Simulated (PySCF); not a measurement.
**Partial charges of CF3COOSiMe3**

Compound: CF3COOSiMe3, C5H9F3O2Si.
Cartesian coordinates in Å at the GFN2-xTB level; atoms count from 1:
```xyz
20
C5H9F3O2Si angstrom
C     -1.2920   -1.5836   -0.7640
Si    -0.8834    0.0863    0.0430
C     -0.9722    1.5502   -1.1634
C     -1.7558    0.3861    1.6979
O      0.7456   -0.0078    0.6079
C      1.7606   -0.2087   -0.1582
O      1.7732   -0.3618   -1.3442
C      3.0740   -0.2358    0.6840
F      4.1545   -0.4411   -0.0671
F      3.2529    0.9205    1.3382
F      3.0335   -1.2074    1.6067
H     -0.6610   -1.7576   -1.6319
H     -2.3256   -1.6274   -1.0924
H     -1.1314   -2.4062   -0.0710
H     -0.6361    2.4720   -0.6943
H     -1.9846    1.7125   -1.5191
H     -0.3405    1.3746   -2.0304
H     -1.4070    1.2984    2.1723
H     -2.8267    0.4766    1.5547
H     -1.5830   -0.4290    2.3942
```

Density: PBE0/pcSseg-1 (PySCF); schemes: Mulliken, IAO, Hirshfeld and ESP-fitted. The structure is a single GFN2-xTB conformer in the gas phase; no vibrational or solvent corrections.

Task: Do the Mulliken, IAO, Hirshfeld and ESP-fitted schemes agree on where the charge is lowest?

Result: The schemes don't all agree: Mulliken C1 and C3 (-0.639); IAO C1 and C3 (-0.736); Hirshfeld O7 (-0.235); ESP-fitted C4 (-0.843).

Task: Which atoms carry the highest charge in the Mulliken, IAO, Hirshfeld and ESP-fitted schemes?

Result: All schemes agree: Mulliken Si2 (+1.069); IAO Si2 (+1.251); Hirshfeld Si2 (+0.483); ESP-fitted Si2 (+1.210).

Task: What partial charge does each atom carry?

Result: In e:

```tsv
atom	environment	Mulliken	IAO	Hirshfeld	ESP-fitted
C1	Si-methyl carbon	-0.639	-0.736	-0.215	-0.819
Si2	oxygen-bound silicon	+1.069	+1.251	+0.483	+1.210
C3	Si-methyl carbon	-0.639	-0.736	-0.215	-0.834
C4	Si-methyl carbon	-0.626	-0.732	-0.216	-0.843
O5	oxygen singly bound to a carbonyl carbon	-0.585	-0.540	-0.176	-0.605
C6	carbonyl carbon	+0.414	+0.491	+0.192	+0.660
O7	carbonyl oxygen	-0.384	-0.436	-0.235	-0.516
C8	CF3 carbon	+0.831	+0.766	+0.248	+0.518
F9	fluorine of a CF3 group	-0.252	-0.263	-0.087	-0.197
F10	fluorine of a CF3 group	-0.267	-0.274	-0.098	-0.189
F11	fluorine of a CF3 group	-0.267	-0.274	-0.098	-0.188
H12	methyl hydrogen	+0.164	+0.174	+0.045	+0.214
H13	methyl hydrogen	+0.142	+0.162	+0.047	+0.182
H14	methyl hydrogen	+0.148	+0.162	+0.047	+0.198
H15	methyl hydrogen	+0.148	+0.162	+0.047	+0.202
H16	methyl hydrogen	+0.142	+0.162	+0.047	+0.185
H17	methyl hydrogen	+0.164	+0.174	+0.045	+0.218
H18	methyl hydrogen	+0.149	+0.166	+0.048	+0.208
H19	methyl hydrogen	+0.139	+0.158	+0.044	+0.186
H20	methyl hydrogen	+0.149	+0.166	+0.048	+0.208
```

Mean size of the charges over all atoms: ESP-fitted 0.419 e, IAO 0.399 e, Mulliken 0.366 e, Hirshfeld 0.134 e. Each set sums to the total charge, 0, to within 0.001 e. The ESP scheme is a least-squares fit of atom-centred charges to the potential on four shells outside the van der Waals surface, with the total charge fixed.

Task: How closely do the schemes follow one another over all atoms?

Result: Correlation coefficient and root-mean-square difference: Mulliken with IAO 1.00, 0.064 e; IAO with Hirshfeld 0.99, 0.328 e; IAO with ESP-fitted 0.99, 0.090 e; Mulliken with Hirshfeld 0.98, 0.285 e; Mulliken with ESP-fitted 0.97, 0.133 e; Hirshfeld with ESP-fitted 0.97, 0.351 e.

Task: Sum the charges by element, for elements with more than one atom.

Result: 
| element | atoms | Mulliken | IAO | Hirshfeld | ESP-fitted |
| --- | --- | --- | --- | --- | --- |
| C | 5 | -0.658 | -0.947 | -0.206 | -1.317 |
| O | 2 | -0.969 | -0.976 | -0.411 | -1.121 |
| F | 3 | -0.785 | -0.811 | -0.283 | -0.574 |
| H | 9 | +1.343 | +1.484 | +0.417 | +1.802 |

Task: How many electrons does the Mulliken scheme count on O7?

Result: Z − q = 8 − (-0.384) = 8.384.

These values come from a run that also computed NMR shieldings. Hardware: an Arm Neoverse V1 with one thread, no GPU, shared host. Cost: 63 s of wall time.
